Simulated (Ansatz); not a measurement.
C2H3AuFN, SMILES `CC#[N+][Au-][F]` at its PBE0-D4/def2-TZVP geometry, where that method's forces vanish. Total charge 0; spin multiplicity 1. Au: def2 effective core potential.

```xyz
8

C     0.1848   -1.6787   -0.3913
C     0.0311   -0.2815   -0.0655
N    -0.0910    0.8272    0.1931
Au   -0.2965    2.6929    0.6278
F    -0.5014    4.5525    1.0610
H     0.7588   -2.1803    0.3897
H    -0.7960   -2.1504   -0.4723
H     0.7101   -1.7817   -1.3424
```

(1) What forces (eV/Å) does r2SCAN-D4/def2-TZVPP give on these atoms in the Gaussian-basis code of Ansatz? (Estimate.)

Results:

(1) Computed: 
```
C1  -0.006  0.053  0.012
C2   0.089 -0.807 -0.188
N3  -0.116  1.052  0.245
Au4  0.013 -0.117 -0.027
F5   0.015 -0.139 -0.032
H6  -0.008 -0.011 -0.019
H7   0.020 -0.012 -0.003
H8  -0.007 -0.018  0.012
```
